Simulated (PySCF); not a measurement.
## Potential energy of EuF along the bond

Set-up: Eu x2c-SVPall, F x2c-SVPall; spin-free X2C with a Gaussian nucleus (PySCF 2.14). Energies in eV from Eu (4f7 6s2) + F in their ground configurations at the same level. State: nonet, about 7.0 electrons in the 4f shell (Mulliken).

All columns are r²SCAN. A positive dipole means Eu(−)F(+).

| R (Å) | E (eV) | μ (D) | Mulliken charge on Eu (basis-dependent) | HOMO (eV) | LUMO (eV) | Mayer bond order | ⟨S²⟩ |
| --- | --- | --- | --- | --- | --- | --- | --- |
| 1.766 | -5.191 | -1.80 | 0.26 | -2.25 | -1.58 | 1.23 | 20.01 |
| 1.849 | -5.784 | -2.27 | 0.32 | -2.43 | -1.63 | 1.17 | 20.01 |
| 1.931 | -6.111 | -2.72 | 0.36 | -2.64 | -1.68 | 1.11 | 20.01 |
| 1.992 | -6.226 | -3.04 | 0.39 | -2.80 | -1.72 | 1.08 | 20.01 |
| 2.054 | -6.256 | -3.36 | 0.42 | -2.96 | -1.76 | 1.04 | 20.01 |
| 2.116 | -6.221 | -3.67 | 0.44 | -3.12 | -1.80 | 1.01 | 20.01 |
| 2.198 | -6.099 | -4.07 | 0.47 | -3.32 | -1.86 | 0.97 | 20.01 |
| 2.300 | -5.864 | -4.56 | 0.49 | -3.55 | -1.93 | 0.94 | 20.01 |
| 2.424 | -5.511 | -5.13 | 0.51 | -3.79 | -2.01 | 0.90 | 20.01 |
| 2.588 | -4.989 | -5.88 | 0.53 | -3.97 | -2.13 | 0.87 | 20.01 |

A fit through these points gives, at Re = 2.049 Å, μ = -3.33 D and dμ/dR = -5.06 D/Å; the reduced mass is 16.9 u.

**Question.** How strong is the fundamental in the double-harmonic approximation, I = 42.26·(dμ/dR)²/μred km/mol?

**Answer.** I = 42.26·(-5.06)²/16.9 = 64.0 km/mol at r²SCAN.

Spin–orbit coupling is left out, which matters for elements this heavy, above all for dissociation energies. With d or f electrons several states lie close, and the lowest PBE0 determinant need not be the measured ground state.
